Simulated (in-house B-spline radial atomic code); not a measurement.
## KLI/ALDAx excitations of the manganese ion Mn⁷⁺

Method: KLI/ALDAx. Computed with an all-electron radial atomic-structure program (B-spline basis): linear response of the closed shell [Ne] 3s2 3p6 with the adiabatic LDA exchange kernel on the exchange-only KLI potential; non-relativistic, point nucleus, no spin-orbit coupling, no double excitations, S, P, D and F terms only. Only terms of natural parity with L up to 3 were computed.

Command:
```bash
python run_td.py task.json out
```
Settings (radii: box in bohr, nucleus in fm):
```
Z                        25
electrons                18
configuration            [Ne] 3s2 3p6
hamiltonian              nr
method                   kli
box_radius               12.81
intervals                71
```

Cost of the run: 0.7 s on 1 thread of Arm Neoverse N1 (shared host).

The lowest states, in the order of their Tamm-Dancoff energies; the method's threshold (minus the highest occupied level) is 195.37 eV. Labels give the largest channel, * marks a mixed state, and oscillator strengths are full-response dipole values. Semilocal kernels can invert the small singlet-triplet splittings of Rydberg terms. Energies in eV:

| state | full response | Tamm-Dancoff | oscillator strength |
| --- | --- | --- | --- |
| 3p → 3d 3P | 46.23 | 46.39 | - |
| 3p → 3d 3F | 47.57 | 47.68 | - |
| 3p → 3d 1F | 51.75 | 51.80 | - |
| 3p → 3d 1P | 66.25 | 69.23 | 3.14 |
| 3s → 3d 3D | 79.41 | 79.46 | - |
| 3s → 3d 1D | 84.58 | 84.74 | - |
| 3p → 4s 3P | 98.42 | 98.44 | - |
| 3p → 4s 1P | 99.59 | 99.64 | 0.281 |
| 3p → 4p 3S | ? | ? | - |
| 3p → 4p 3D | 108.69 | 108.70 | - |
| 3p → 4p 1D | 109.51 | 109.52 | - |
| 3p → 4p 1S | 113.80 | 114.10 | - |
| 3p → 4d 3P | 124.14 | 124.15 | - |
| 3p → 4d 3F | ? | ? | - |
| 3p → 4d 1F | 124.98 | 124.98 | - |
| 3p → 4d 1P | 125.79 | 125.87 | 0.393 |

Question: Where does 3p → 4p 3S lie?

Answer: At 107.49 eV in full response, 107.53 eV in Tamm-Dancoff.

Question: Where does 3p → 4d 3F lie?

Answer: At 124.51 eV in full response, 124.52 eV in Tamm-Dancoff.

Question: How large is the singlet-triplet splitting of 3p → 3d (F terms) in Tamm-Dancoff?

Answer: 4.12 eV, from the unrounded values.

Question: What polarisabilities and dispersion coefficient does the method give?

Answer: Dipole 0.6299 bohr³, quadrupole 0.4668 bohr⁵, C6 0.8361 hartree·bohr⁶ for two such species.
